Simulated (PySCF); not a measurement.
Bi(OH)(SiH3)2 (BiH₇OSi₂), SMILES [OH][Bi]([SiH3])[SiH3]. Heavy atoms are numbered as in [Bi:1]([OH:2])([SiH3:4])[SiH3:8]. Hydrogens are named by the atom that carries them.

The structure is a stationary point at PBE0-D3(BJ)/def2-SVP. The structure was generated by enumeration; whether it is a known compound was not checked. The def2 effective core potentials stand for the cores of Bi; spin–orbit coupling is left out. The values are those of a single conformer.

All values below come from PBE/def2-TZVP (PySCF).

ESP charges are fitted to the potential on shells at 1.4 to 2.0 van der Waals radii. Atomic charges (e), one atom of each kind:

```json
[
 {"atom": "Bi1", "ESP fit": "0.37", "Löwdin": "…"},
 {"atom": "O2 (OH)", "ESP fit": "-0.59", "Löwdin": "-0.39"},
 {"atom": "H on O2", "ESP fit": "0.35", "Löwdin": "0.14"},
 {"atom": "Si4 (SiH3)", "ESP fit": "-0.05", "Löwdin": "…"},
 {"atom": "H on Si4", "ESP fit": "-0.01", "Löwdin": "…"}
]
```

**Question.** What belongs in the gaps? (An estimate is asked for; the answer gives what the named calculation found.)

**Answer.** 
- Bi1, Löwdin: 0.42
- Si4 (SiH3), Löwdin: 0.01
- H on Si4, Löwdin: -0.03
